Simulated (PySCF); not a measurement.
SeHI, SMILES [SeH]I. The structure is a stationary point at B3LYP-D3(BJ)/def2-TZVP. The def2 effective core potentials stand for the cores of I; spin–orbit coupling is left out.

Q: Give the equilibrium geometry at B3LYP-D3(BJ)/def2-TZVP (PySCF confirms it by a frequency run) as bond lengths and angles, and its point group. (Estimate from the structure and the level; the computed values follow.)

A: point group Cs.
Atoms: Se1 H2 I3. Bonds (Å): Se1–H2 1.473, Se1–I3 2.543. Bond angles (°): H2–Se1–I3 94.2.
